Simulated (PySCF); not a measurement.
PySCF 2.14 output of an unrestricted PBE calculation on a single atom or ion in x2c-QZVPPall with one added diffuse shell each of s, p, d, f, g type (14s9p8d5f3g, 143 functions), with scalar relativity by spin-free X2C-1e:

```
SCF conv_tol = 1e-09
number electrons alpha = 24  beta = 22
    J. P. Perdew, K. Burke, and M. Ernzerhof.,  Phys. Rev. Lett. 77, 3865 (1996)
    J. P. Perdew, K. Burke, and M. Ernzerhof.,  Phys. Rev. Lett. 78, 1396 (1997)
    J. P. Perdew, K. Burke, and M. Ernzerhof.,  Phys. Rev. Lett. 77, 3865 (1996)
    J. P. Perdew, K. Burke, and M. Ernzerhof.,  Phys. Rev. Lett. 78, 1396 (1997)
cycle= 1 E= -5044.91097829831  delta_E= -0.0299  |g|= 0.114  |ddm|= 0.35
cycle= 2 E= -5044.9042869682  delta_E= 0.00669  |g|= 0.216  |ddm|= 0.169
cycle= 3 E= -5044.9140644903  delta_E= -0.00978  |g|= 0.00724  |ddm|= 0.0965
cycle= 4 E= -5044.91407943205  delta_E= -1.49e-05  |g|= 0.00197  |ddm|= 0.00796
cycle= 5 E= -5044.9140805194  delta_E= -1.09e-06  |g|= 0.000284  |ddm|= 0.00142
cycle= 6 E= -5044.91408054784  delta_E= -2.84e-08  |g|= 4.36e-05  |ddm|= 0.000278
cycle= 7 E= -5044.91408054859  delta_E= -7.45e-10  |g|= 1.52e-05  |ddm|= 6.79e-05
converged SCF energy = -5044.91408054859  <S^2> = 2.0009525  2S+1 = 3.0006349
```

The run itself started from symmetry-adapted Hartree-Fock orbitals and held the occupation by maximum overlap, on a logarithmic radial grid, so the iterations belong to that start.

Which element, charge and spin multiplicity is this?

Pd (palladium, neutral), multiplicity 3; the state was [Kr] 4d9 5s1, high-spin 3D determinant (an excited configuration).
